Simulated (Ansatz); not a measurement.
Ansatz results at the PBE0-D4/def2-TZVP geometry: size of the dipole moment (B3LYP/def2-TZVPP) 1.31 D; LUMO energy (PBE0/def2-TZVPP) -1.24 eV; HOMO energy (PBE/def2-TZVPP) -5.96 eV.

Each molecule was computed in one conformer, which needn't be the lowest.

(1) Which molecule gave them?
A. `B[SiH2]OCC`
B. `[CH3][Al]([OH])[SeH]`
C. `BCC(O)[SiH3]`
D. `[CH3][Sb]1[CH2]O[CH2]1`

Results:

(1) C. The others give `[CH3][Al]([OH])[SeH]`: 0.65, -0.23, -6.05; `B[SiH2]OCC`: 1.18, -2.41, -6.24; `[CH3][Sb]1[CH2]O[CH2]1`: 1.28, -0.91, -5.22.

B3LYP here is the variant with VWN-RPA as its local correlation; programs differ in this.
